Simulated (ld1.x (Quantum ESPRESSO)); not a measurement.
## Reading a pseudo-wave (Cu (Z = 29))

Columns: radius, all-electron u(r) and pseudo u(r) of the 3d shell (level -5.66 eV) of copper in the configuration [Ar] 3d10 4s0.75 4p0.25; PBEsol, scalar-relativistic, PAW scheme, ld1.x (Quantum ESPRESSO) 7.5.

| r (bohr) | all-electron | pseudo |
| --- | --- | --- |
| 0.168 | 0.2885 | 0.0210 |
| 0.335 | 0.7381 | 0.1429 |
| 0.503 | 0.9470 | 0.3752 |
| 0.670 | 0.9634 | 0.6210 |
| 0.838 | 0.8926 | 0.7684 |
| 1.005 | 0.7959 | 0.7761 |
| 1.172 | 0.6985 | 0.6985 |
| 1.340 | 0.6090 | 0.6090 |
| 1.508 | 0.5304 | 0.5304 |
| 1.675 | 0.4628 | 0.4628 |
| 1.842 | 0.4047 | 0.4047 |
| 2.010 | 0.3544 | 0.3544 |
| 2.178 | 0.3111 | 0.3111 |
| 2.345 | 0.2739 | 0.2739 |
| 2.512 | 0.2416 | 0.2416 |
| 2.680 | 0.2133 | 0.2133 |
| 2.848 | 0.1886 | 0.1886 |
| 3.015 | 0.1671 | 0.1671 |
| 3.182 | 0.1482 | 0.1482 |
| 3.350 | 0.1315 | 0.1315 |
| 3.518 | 0.1167 | 0.1167 |
| 3.685 | 0.1038 | 0.1038 |
| 3.852 | 0.0923 | 0.0923 |
| 4.020 | 0.0821 | 0.0821 |
| 4.188 | 0.0731 | 0.0731 |
| 4.355 | 0.0651 | 0.0651 |

(1) How many radial nodes do the two functions have?

(2) At about which radius was the pseudo-wave matched?

(3) Is the pseudo-wave norm-conserving?

Answers

(1) The all-electron 3d function has n − l − 1 = 0; the pseudo-wave has 0.

(2) 1.30 bohr, where the columns begin to agree (steps of 0.17 bohr).

(3) No, it belongs to a PAW set: the norm inside the radius is not constrained, and the difference is carried by the augmentation charge.
